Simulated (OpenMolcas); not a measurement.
# Mo²⁺: effect of the basis set

```json
{"Program": "OpenMolcas", "Method": "CASSCF", "Active space": "4 electrons in 10 orbitals (4d 5d)", "State averaging": "2S+1 = 5 even, 5 roots; 2S+1 = 3 even, 45 roots; 2S+1 = 1 even, 49 roots", "Spin-orbit coupling": "RASSI with atomic mean-field integrals over the reference wave functions, term energies averaged over their components"}
```

A. ANO-R2 [7s5p4d2f1g], X2C, finite nucleus; cost about 110 core-seconds
B. ANO-RCC-VTZP [7s6p4d2f1g], DKH2, point nucleus; cost about 50 core-seconds
C. ANO-RCC-VQZP [8s7p5d3f2g1h], DKH2, point nucleus; cost roughly 70 core-seconds

Energies in cm⁻¹ above 4d⁴ ⁵D₀, the measured ground level; measured values from Sugar and Musgrove, J. Phys. Chem. Ref. Data 17, 155 (1988).

| Level | A | B | C | Measured |
| --- | --- | --- | --- | --- |
| 4d⁴ ⁵D₀ | 0.0 | 0.0 | 0.0 | 0.0 |
| 4d⁴ ⁵D₁ | 223 | 220 | 222 | 242 |
| 4d⁴ ⁵D₂ | 634 | 627 | 632 | 668 |
| 4d⁴ ⁵D₃ | 1192 | 1178 | 1187 | 1224 |
| 4d⁴ ⁵D₄ | 1863 | 1844 | 1855 | 1872 |
| 4d⁴ ³H₄ | 15157 | 15357 | 15290 | 12680 |
| 4d⁴ ³P₀(1) | 15454 | 15686 | 15592 | 11149 |
| 4d⁴ ³H₅ | 15683 | 15876 | 15817 | 13276 |
| 4d⁴ ³H₆ | 16195 | 16382 | 16328 | 13811 |
| 4d⁴ ³P₁(1) | 16705 | 16927 | 16847 | 12510 |
| 4d⁴ ³F₃(1) | 17592 | 17813 | 17736 | 13948 |
| 4d⁴ ³F₂(1) | 17669 | 17888 | 17814 | 13929 |
| 4d⁴ ³F₄(1) | 17868 | 18082 | 18011 | 14296 |
| 4d⁴ ³P₂(1) | 18624 | 18836 | 18772 | 14358 |
| 4d⁴ ³G₃ | 19446 | 19665 | 19596 | 15871 |
| 4d⁴ ³G₄ | 19871 | 20090 | 20022 | 16283 |
| 4d⁴ ³G₅ | 20212 | 20425 | 20362 | 16714 |
| 4d⁴ ¹I₆ | 23403 | 23665 | 23579 | 20290 |
| 4d⁴ ³D₃ | 24653 | 24909 | 24822 | 19488 |
| 4d⁴ ³D₂ | 24777 | 25034 | 24947 | 19577 |
| 4d⁴ ¹G₄(1) | 24952 | 25229 | 25136 | 20612 |
| 4d⁴ ³D₁ | 25022 | 25277 | 25193 |  |
| 4d⁴ ¹S₀ | 28574 | 28882 | 28767 | 22990 |
| 4d⁴ ¹D₂(1) | 30216 | 30530 | 30414 | 22806 |

Deviations, from unrounded energies. A percentage is the sum of absolute deviations over the sum of measured energies, with the sign that they share, or ± where signs differ.

```
                        Against measurement  Levels      A      B      C
             mean absolute deviation (cm-1)      22   3300   3500   3400
      fine structure of the ground term (%)       4   -2.4   -3.4   -2.8
other terms of the ground configuration (%)      18  +24.6  +26.0  +25.5
```

A, C lie about equally close to measurement and B furthest from it. The largest miss of A in the table is 4d⁴ ¹D₂(1), by +7400 cm-1. The ranking rests on the paired levels alone, and a cruder setting can come out closer through cancelling errors.

Among A to C the level of the table that moves most is 4d⁴ ¹D₂(1), by 310 cm-1 (lowest in A, highest in B).

Without dynamic correlation excited terms often stand tens of per cent too high (terms of higher spin than the ground term too low), and those without a measured partner can miss by more than the paired ones. Some levels mix across a computed gap that differs much from the measured one, so their mixing is not that of the real levels. Active for correlation alone: 5d; no level in the range computed is led by a configuration that fills it, so any true level of that kind is missing. Computed and measured levels are paired by configuration, term and J; levels that our copy of the source lacks, or whose pairing is in doubt (as where it misses far off the trend of its configuration), stay unpaired and out of the deviations. Levels of configurations outside the active space are missing. Levels that lie high or do not pair safely by name in every column are left out.

A number in round brackets counts repeated terms of one configuration in the order of the reference energies.
